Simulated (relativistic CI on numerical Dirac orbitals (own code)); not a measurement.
**Ag²⁴⁺: computed level list**

Calculated at this level of theory: Dirac-Coulomb-Breit CI, KLI orbitals optimised for each configuration, QED by a radiative potential, unscaled Slater integrals (own radial code, finite nucleus).

CI space (outside the closed core [Ne]): 3s2 3p6 3d5, 3s2 3p5 3d6, 3s2 3p4 3d7, 3s 3p6 3d6, 3p6 3d7, 3s 3p5 3d7, 3s2 3p6 3d4 4s, 3s2 3p6 3d4 4p, 3s2 3p6 3d4 4d, 3s2 3p4 3d6 4s, 3s2 3p6 3d4 4f, 3s2 3p5 3d5 4s, 3s2 3p4 3d6 4p, 3s2 3p5 3d5 4p, 3s2 3p6 3d3 4s2, 3s 3p5 3d6 4s, 3s2 3p6 3d3 4s 4p, 3s 3p5 3d6 4p, 3s2 3p6 3d4 5s, 3s2 3p6 3d4 5p, 3p6 3d6 4s, 3p6 3d5 4s2. Levels of other configurations are missing.

The lowest level is 3s2 3p6 3d5 6S_5/2, with 84 % of that term; Hund's rules for 3s2 3p6 3d5 give 6S with J = 5/2, in agreement.

```csv
No.,Configuration,Term,J,E (cm⁻¹),%,Lifetime (s),jj configuration (%)
1,3s2 3p6 3d5,6S,5/2,0,84,,3d3/2^3 3d5/2^2 (41)
2,3s2 3p6 3d5,4G,5/2,90611,25,2.57e-04,3d5/2 (69)
3,3s2 3p6 3d5,4G,7/2,120637,63,1.41e-03,3d3/2^3 3d5/2^2 (86)
4,3s2 3p6 3d5,4P,3/2,121787,51,1.49e-04,3d3/2^3 3d5/2^2 (83)
5,3s2 3p6 3d5,4G,11/2,125571,78,,3d3/2^3 3d5/2^2 (70)
6,3s2 3p6 3d5,4G,5/2,128428,45,2.13e-04,3d3/2^3 3d5/2^2 (52)
7,3s2 3p6 3d5,4G,9/2,132441,84,1.80e-02,3d3/2^3 3d5/2^2 (52)
8,3s2 3p6 3d5,4P,1/2,137253,71,6.03e-03,3d3/2^3 3d5/2^2 (55)
9,3s2 3p6 3d5,4D,7/2,159609,66,5.61e-04,3d3/2^2 3d5/2^3 (77)
10,3s2 3p6 3d5,4D,5/2,166384,39,2.14e-04,3d3/2^3 3d5/2^2 (52)
11,3s2 3p6 3d5,4D,1/2,180446,76,2.91e-04,3d3/2^2 3d5/2^3 (85)
12,3s2 3p6 3d5,4D,3/2,183703,50,2.21e-04,3d3/2^2 3d5/2^3 (61)
13,3s2 3p6 3d5,2I,11/2,184700,70,4.66e-04,3d3/2^2 3d5/2^3 (74)
14,3s2 3p6 3d5,2F,7/2,190015,44,7.53e-04,3d3/2^3 3d5/2^2 (67)
15,3s2 3p6 3d5,4F,3/2,195820,45,1.34e-04,3d3/2^2 3d5/2^3 (67)
16,3s2 3p6 3d5,2G,9/2,199840,45,5.10e-04,3d3/2^2 3d5/2^3 (54)
17,3s2 3p6 3d5,2I,13/2,201870,100,3.12e-03,3d3/2^2 3d5/2^3 (100)
18,3s2 3p6 3d5,2F,5/2,206704,27,8.49e-05,3d3/2^2 3d5/2^3 (47)
19,3s2 3p6 3d5,4F,5/2,228500,39,1.31e-04,3d3/2^2 3d5/2^3 (59)
20,3s2 3p6 3d5,2H,9/2,231311,55,1.34e-04,3d3/2^2 3d5/2^3 (98)
21,3s2 3p6 3d5,2G,7/2,242202,47,3.08e-04,3d3/2^2 3d5/2^3 (80)
22,3s2 3p6 3d5,2D,3/2,250532,48,2.01e-04,3d3/2 3d5/2^4 (56)
23,3s2 3p6 3d5,2F,5/2,253748,54,1.18e-04,3d3/2^2 3d5/2^3 (65)
24,3s2 3p6 3d5,2F,7/2,254639,52,1.20e-04,3d3/2 3d5/2^4 (59)
25,3s2 3p6 3d5,2F,7/2,273769,43,1.63e-04,3d3/2 3d5/2^4 (54)
26,3s2 3p6 3d5,2H,11/2,274695,68,9.19e-05,3d3/2 3d5/2^4 (93)
27,3s2 3p6 3d5,2S,1/2,277618,84,1.05e-04,3d3/2^3 3d5/2^2 (35)
28,3s2 3p6 3d5,2G,9/2,279621,50,2.08e-04,3d3/2 3d5/2^4 (64)
29,3s2 3p6 3d5,2D,5/2,299935,51,6.59e-05,3d3/2 3d5/2^4 (45)
30,3s2 3p6 3d5,2D,3/2,307942,88,7.02e-05,3d3/2 3d5/2^4 (44)
31,3s2 3p6 3d5,2D,5/2,334032,65,7.12e-05,3d3/2 3d5/2^4 (31)
32,3s2 3p6 3d5,2G,9/2,346069,98,1.49e-04,3d3/2^2 3d5/2^3 (69)
33,3s2 3p6 3d5,2G,7/2,357796,87,1.07e-04,3d3/2 3d5/2^4 (63)
34,3s2 3p6 3d5,2P,3/2,396319,81,1.54e-04,3d3/2^2 3d5/2^3 (78)
35,3s2 3p6 3d5,2P,1/2,418408,91,8.20e-05,3d3/2 3d5/2^4 (50)
36,3s2 3p6 3d5,2D,5/2,445497,96,5.05e-05,3d3/2^2 3d5/2^3 (72)
37,3s2 3p6 3d5,2D,3/2,460619,80,5.24e-05,3d3/2 3d5/2^4 (73)
38,3p5 3d6(5D),6F°,11/2,1365794,89,2.04e-09,3p3/2^3 3d5/2^2 (46)
39,3p5 3d6(5D),6D°,9/2,1407321,56,3.50e-09,3p3/2^3 3d3/2^3 3d5/2^3 (56)
40,3p5 3d6(3P),4P°,5/2,1413512,58,3.38e-10,3p3/2^3 3d5/2^2 (58)
41,3p5 3d6(5D),6F°,9/2,1421792,46,1.80e-10,3p3/2^3 3d3/2^3 3d5/2^3 (45)
42,3p5 3d6(5D),6F°,7/2,1427689,35,6.30e-11,3p3/2^3 3d5/2^2 (46)
43,3p5 3d6(5D),4P°,1/2,1450808,39,2.27e-10,3p3/2^3 3d5/2^2 (43)
44,3p5 3d6(5D),6D°,3/2,1453354,42,9.25e-11,3p3/2^3 3d3/2^3 3d5/2^3 (55)
45,3p5 3d6(5D),6F°,5/2,1462708,34,8.00e-11,3p3/2^3 3d3/2^3 3d5/2^3 (55)
```

Energies count from the lowest computed level; ° marks odd parity; lifetimes are radiative, by E1, M1, E2, M2 decay to levels of this space only; some are left blank where a channel outside the calculation adds to the decay or the decay crosses a small, uncertain gap. Percentages are summed over parent terms; the parents shown are those of the largest component, closed shells are left out there. Filled j subshells are mostly left out of the jj labels.

The mean weight of the leading LS term, summed over parents, in these 45 levels is 61 %, and that of the leading jj configuration (from the same eigenvectors) 62 %.

At this charge energies of transitions that change n are usually good to better than 1 %, and those within a shell (Δn = 0) to a few per cent. Terms inside the open d or f shell come out 10 to 20 % too wide with unscaled integrals.

LS names give the leading component of a level, which can be under half, so a name can repeat, a term be missing and a line seem to break the LS rules.
